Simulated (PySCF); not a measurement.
Molecule: C8H5FS2, SMILES Fc1ccsc1-c1ccsc1. Atoms near the plane z = 0.8 Å, at the GFN2-xTB optimised geometry (x, y, z in Å): F1 (1.0, 2.3, 0.0), C2 (1.4, 1.0, 0.0), C3 (2.8, 0.6, 0.0), C4 (2.9, -0.7, 0.0), S5 (1.4, -1.6, 0.0), C6 (0.5, -0.1, 0.0), C7 (-0.9, -0.1, 0.0), C8 (-1.7, -1.3, 0.0), C9 (-3.0, -1.0, 0.0), S10 (-3.4, 0.7, 0.0), C11 (-1.7, 1.0, 0.0), H12 (3.6, 1.3, 0.0), H13 (3.8, -1.3, 0.0), H14 (-1.3, -2.3, 0.0), H15 (-3.8, -1.7, 0.0), H16 (-1.4, 2.1, 0.0).

Method: CAM-B3LYP/def2-TZVP (PySCF). The values are rescaled to run from 0 to 1.

```
|2222222222222222222222222|
|2222222222222222222222222|
|2222222222222222222222222|
|2222222222222222222222222|
|2222222222222222222222222|
|2222222222222333222222222|
|2222222223223343322222222|
|2222223333333596332222222|
|2223333334333696333332222|
|2233344444433455444333222|
|2233313444433444444433222|
|2233303444444444544433222|
|2233444444455444454433222|
|2223344445444444444433222|
|2223344444433444444433222|
|2223344444433420344433222|
|2223333344433332433333222|
|2222333333333333333222222|
|2222222233322333332222222|
|2222222222222222222222222|
|2222222222222222222222222|
|2222222222222222222222222|
|2222222222222222222222222|
|2222222222222222222222222|
|2222222222222222222222222|
```
Scale: ten equal steps from 0.000 (start of '0') to 1.00 (end of '9'), in the order '0123456789'; x runs from -6.00 to 6.00, y from -6.00 (bottom) to 6.00 (top).

Problem. Which quantity is mapped?
A. Laplacian of the electron density
B. deformation density (molecule minus spherical neutral atoms)
C. electrostatic potential
D. an orbital amplitude

Solution. A, Laplacian of the electron density. In full: Laplacian of the electron density (e/bohr⁵).
